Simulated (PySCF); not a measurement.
State search for KP⁺

Unrestricted PBE0; K aug-pcseg-1, P aug-pcseg-1; no relativity (PySCF 2.14). Outer shells of the fragments: K+ closed shells only; P 3s2 3p3.

Followed along the bond (rough minima from three points):

```
2Ms+1   unpaired  ⟨S²⟩ at the start  R at minimum (Å)  Te (eV)
    4  σ ↑, π ↑↑               3.75              3.59     0.00
    2  σ ↓, π ↑↑               1.76              3.63     0.69
    2  σ ↑, π ↑↓               1.76              3.62     0.70
    2        π ↑               0.75              3.44     1.55
```

Solutions found at the starting distance of 3.110 Å, counted from the lowest of them; the search is not exhaustive and high or unbound solutions are not listed, so other states can lie among these:

```json
{"2Ms+1": "4", "unpaired": "σ ↑, π ↑↑", "term": "⁴Σ⁻", "E (eV)": "0.00", "⟨S²⟩": "3.75", "⟨Lz²⟩": "0.00", "μ (D)": "-4.97"}
{"2Ms+1": "2", "unpaired": "σ ↓, π ↑↑", "term": "mixed", "E (eV)": "0.70", "⟨S²⟩": "1.76", "⟨Lz²⟩": "0.00", "μ (D)": "-4.96"}
{"2Ms+1": "2", "unpaired": "σ ↑, π ↑↓", "term": "mixed", "E (eV)": "0.71", "⟨S²⟩": "1.76", "⟨Lz²⟩": "2.02", "μ (D)": "-4.95"}
{"2Ms+1": "2", "unpaired": "π ↑", "term": "²Π", "E (eV)": "1.56", "⟨S²⟩": "0.75", "⟨Lz²⟩": "1.01", "μ (D)": "-4.60"}
{"2Ms+1": "2", "unpaired": "σ ↑", "term": "mixed", "E (eV)": "1.94", "⟨S²⟩": "0.75", "⟨Lz²⟩": "2.00", "μ (D)": "-4.87"}
{"2Ms+1": "2", "unpaired": "π ↑", "term": "²Π", "E (eV)": "2.29", "⟨S²⟩": "0.75", "⟨Lz²⟩": "1.01", "μ (D)": "-5.09"}
```

A term symbol is given only where ⟨S²⟩ and ⟨Lz²⟩ are close to those of a pure state; real π, δ and φ orbitals otherwise mix terms. A positive dipole points towards P; it is taken about the centre of mass and depends on that origin.
